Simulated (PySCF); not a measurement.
Sn⁻ (tin, charge -1) across methods

[Kr] 4d10 5s2 5p3, high-spin 4S determinant. Calculation: PySCF 2.14, in aug-cc-pVTZ-DK3; the spin-free X2C one-electron Hamiltonian (Gaussian nucleus).

```tsv
method	E (hartree)	mean ε 5s α (eV)	mean ε 5s β (eV)	mean ε 5p α (eV)	Σ⟨r²⟩ (bohr²)	⟨S²⟩
BP86	-6177.04	-5.378	-4.112	0.886	91.60	3.751
wB97X-V	-6176.01	-9.243	-6.800	-1.368	88.05	3.753
wB97M-V	-6175.87	-9.154	-6.692	-1.365	88.99	3.753
PBE0	-6175.97	-6.618	-4.546	0.276	89.30	3.751
r2SCAN	-6176.32	-5.672	-3.785	0.785	89.06	3.752
PBE	-6175.90	-5.254	-3.896	0.969	92.01	3.751
r2SCANh	-6176.31	-6.184	-4.086	0.522	88.57	3.752
UHF	-6173.55782	-10.258	-5.749	-1.589	88.74	3.755
```

(1) Estimate the same row for LDA.

The highest occupied level is positive at BP86, LDA, PBE0, r2SCAN, PBE, r2SCANh: only the finite basis holds that electron, which in a density functional comes from self-interaction.

Answers

(1) E (hartree) = -6170.29; mean ε 5s α (eV) = -5.449; mean ε 5s β (eV) = -4.264; mean ε 5p α (eV) = 0.899; Σ⟨r²⟩ (bohr²) = 91.68; ⟨S²⟩ = 3.751.
